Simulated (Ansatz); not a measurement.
Consider the isomerisation: `C=N[Si](N)(O)F` → `N[SiH](F)/N=C/O`.

Isolated molecules relaxed with PBE0-D4/def2-TZVP in Ansatz; ΔE leaves out vibrations. CCSD(T)/CBS adds triple-zeta CCSD(T) − MP2 to the extrapolated MP2 energy (def2 sets, frozen cores). DFT in def2-TZVPP. Each species was taken in one conformer, which may not be the lowest.

(1) Is it downhill or uphill in electronic energy at CCSD(T)/CBS, and by how much? (Best estimate.)

(2) What do these levels give: ωB97X-V, PBE, PBE0, MP2/def2-TZVPP, CCSD/def2-TZVPP, HF/def2-QZVPP? (Estimate.)

Largest T1 diagnostic among the species: 0.013.

## Answers

(1) Computed: Uphill: ΔE = +104.0 kJ/mol.

(2) Computed: ωB97X-V 90.3, PBE 76.0, PBE0 83.7, MP2/def2-TZVPP 100.9, CCSD/def2-TZVPP 104.3, HF/def2-QZVPP 105.1 kJ/mol.

The D4 term adds +3.3 kJ/mol with B3LYP and +1.7 kJ/mol with PBE0; it sums over pairs of atoms, weighted by their polarisabilities, and B3LYP, whose exchange is more repulsive, gets the larger term. From PBE to PBE0 (25 % exact exchange), in def2-TZVPP and without D4, ΔE moves by +7.7 kJ/mol.

B3LYP here is the variant with VWN-RPA as its local correlation; programs differ in this.
